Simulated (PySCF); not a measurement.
Atom-mapped SMILES (the numbers label the heavy atoms): `[CH2:1]=[C:2]([CH:3]=[O:4])[Si@H:5]([SiH3:6])[SiH2:7][CH:8]=[O:9]` (H(Xn): hydrogen on atom n). Ha(C1) is cis to C3; Ha(Si7) is pro-R; Hb(Si7) is pro-S; Hb(C1) is trans to C3.

One averaged value for each set of equivalent atoms, gas phase, non-relativistic, one conformer. GIAO PBE0/pcSseg-1 shieldings; coordinates at the GFN2-xTB level; PySCF.

Referencing at the same level of theory: ¹³C and ¹H and ²⁹Si against TMS; H2O for ¹⁷O.

```csv
atoms,nucleus,count,Hirshfeld charge,δ (ppm)
Si7,²⁹Si,1,0.21,-77.4
Hb(Si7),¹H,1,-0.07,4.84
H(C3),¹H,1,0.05,?
Hb(C1),¹H,1,0.06,7.33
O9,¹⁷O,1,-0.17,833.9
Si6,²⁹Si,1,0.20,-104.6
Si5,²⁹Si,1,0.17,-89.2
C2,¹³C,1,-0.10,?
Ha(C1),¹H,1,0.06,6.99
H(Si5),¹H,1,-0.08,3.93
C1,¹³C,1,-0.04,157.2
C8,¹³C,1,0.05,252.9
C3,¹³C,1,0.13,?
Ha(Si7),¹H,1,-0.09,4.15
H(C8),¹H,1,0.04,?
O4,¹⁷O,1,-0.17,662.3
H(Si6),¹H,3,-0.08,?
```

Complete the table.

## Answers


- C3: 204.7 ppm, aldehyde carbonyl carbon; the double bond to the heteroatom, with no lone-pair donor beside it, deshields it most
- C2: 157.2 ppm, α carbon of a C=C–C=O unit; the olefinic region
- H(C8): 12.56 ppm, hydrogen on a carbonyl carbon
- H(C3): 9.55 ppm, hydrogen on an aldehyde carbonyl carbon; deshielded by the polar, anisotropic C=O bond
- H(Si6): 3.95 ppm, hydrogen on a silicon bonded to Si

Shifts are as computed. Against solution values, carbons near 30 ppm lie about +3 ppm off and those near 130 ppm about +5 ppm. Of 1211 compounds with measured shifts, 218 miss one by over three times the rms of a fit or turn the order of signals round; such compounds aren't used in these exercises. Unscaled 17O shifts of doubly bonded oxygen tend to come out too high, by tens of ppm or more. Experimental scales use liquid or dissolved standards, which lie at an offset from isolated H2O (liquid H2O: subtract about 36 ppm).
